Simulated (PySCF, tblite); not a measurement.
Isomers of C5H8OSSi. Method: GFN2-xTB as coded in tblite; computed harmonic values from a numerical Hessian at the method's own geometry, unscaled. This tight-binding method is rough: wavenumbers can miss measured ones by several per cent, in bad cases by 10 to 20. Modes of hydrogen on silicon and sulfur can be 10 to 20 % off. One conformer each.

Electronic energies: PBE0/pcSseg-1 single points on the GFN2-xTB geometries (PySCF, gas phase).

| SMILES | electronic energy, lowest = 0 (kJ/mol) |
| --- | --- |
| C[SiH2]c1ccc(S)o1 | 98.0 |
| CC#C[C@@H]1CO[SiH2]S1 | 94.7 |
| C=C(C)[Si@H]1OC=CS1 | 0.0 |

Q: How do GFN2-xTB zero-point energies change the relative energies?

A: 
```csv
SMILES,ZPE (kJ/mol),of it from modes above 1550 cm⁻¹,electronic (kJ/mol),"with ZPE, lowest = 0 (kJ/mol)",lowest mode (cm⁻¹),rings
C=C(C)[Si@H]1OC=CS1,303.7,162.2,0.0,0.0,23,1
CC#C[C@@H]1CO[SiH2]S1,299.2,149.4,94.7,90.3,18i,1
C[SiH2]c1ccc(S)o1,288.3,143.2,98.0,82.6,19,1
```

The zero-point energies span 15.4 kJ/mol, from `C[SiH2]c1ccc(S)o1` to `C=C(C)[Si@H]1OC=CS1`. Slightly imaginary modes are left out of the zero-point energy: `CC#C[C@@H]1CO[SiH2]S1` 18.3i cm⁻¹. The lowest isomer stays, but the order above it changes.

Q: And how do the electronic energies of GFN2-xTB itself compare?

A: `C=C(C)[Si@H]1OC=CS1` 7.8; `CC#C[C@@H]1CO[SiH2]S1` 0.0; `C[SiH2]c1ccc(S)o1` 112.5 kJ/mol, lowest = 0. Against the energies above, taken from the same isomer `C=C(C)[Si@H]1OC=CS1`, the largest difference is 102.5 kJ/mol.
